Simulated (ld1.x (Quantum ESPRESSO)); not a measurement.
**Transferability test, ultrasoft potential for sulfur**

S, ultrasoft, made with ld1.x (Quantum ESPRESSO) 7.5 (PBE, scalar-relativistic). Core [Ne], reference 3s2 3p4. Waves: 3s (bound): rcut 1.15, rcutus 1.35 bohr; 3s channel at 2.45 Ry: rcut 1.15, rcutus 1.35 bohr; 3p (bound): rcut 1.15, rcutus 1.35 bohr; 3p channel at 3.75 Ry: rcut 1.15, rcutus 1.35 bohr. Local part: all-electron potential smoothed inside 1.05 bohr (lloc = -2). Core correction: none. Augmentation charge: built from norm-conserving waves at rcut, not smoothed further.

Energies are relative to the spin-unpolarised reference configuration 3s2 3p4; without spin polarisation the order of configurations can differ from experiment. The frozen-core shift is the all-electron ΔE with the core orbitals held at their reference shape minus the fully relaxed ΔE.

| valence configuration | charge | ΔE all-electron (eV) | error AE − PS (meV) | frozen-core shift (meV) |
| --- | --- | --- | --- | --- |
| 3s2 3p3 | +1 | 11.769 | -0.3 | +1.2 |
| 3s2 3p1 | +3 | 68.094 | +27 | +35 |
| 3s2 3p0 | +4 | 114.891 | +102 | +105 |
| 3s0 3p6 | 0 | 20.740 | +7.0 | +1.4 |
| 3s2 3p4.3 | -0.3 | -1.709 | +0.2 | -0.1 |
| 3s2 3p3.5 | +0.5 | 4.660 | -0.2 | +0.2 |

(1) What are ΔE and the potential's error for 3s2 3p2?

Levels in the configuration 3s2 3p1:

| level | all-electron (eV) | pseudo (eV) |
| --- | --- | --- |
| 3s | -52.242 | -52.205 |
| 3p | -40.274 | -40.232 |

## Answers

(1) ΔE = 34.053 eV all-electron; the error (AE − PS) is +4.0 meV.

A variational frozen-core shift is positive and of second order in the change. This column holds negative values, so the frozen-core run of ld1.x carries numerical noise or an error of first order here, and the column gives no more than the rough size of the effect.
